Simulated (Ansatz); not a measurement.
CH$_{4}$O$_{3}$W (`[CH3][W](=[O])(=[O])[OH]`). Charge 0, multiplicity 1. Correlated methods include outer-core shells of W, which these sets cover unevenly. W: def2 effective core potential.

```xyz
9

C    -0.693    0.179   -1.160
W     0.708   -0.038    0.402
O     1.444   -1.552    0.140
O     1.846    1.207    0.157
O    -0.179    0.113    2.053
H    -0.193    0.122   -2.129
H    -1.442   -0.616   -1.105
H    -1.186    1.151   -1.079
H    -0.305   -0.565    2.720
```

Q: Give the diagnostics of a CCSD(T)/def2-TZVPP run (frozen core, the Gaussian-basis code of Ansatz). (Best estimate.)

A: The calculation gave: T1 = 0.0227, largest single amplitude 0.050, largest double 0.041, (T) share of the correlation energy 5.2 %, 14 CCSD cycles. The RHF solution is stable towards an unrestricted one. T1 lies over the customary mark of 0.02 for closed shells; compounds of d metals often pass it without a breakdown.
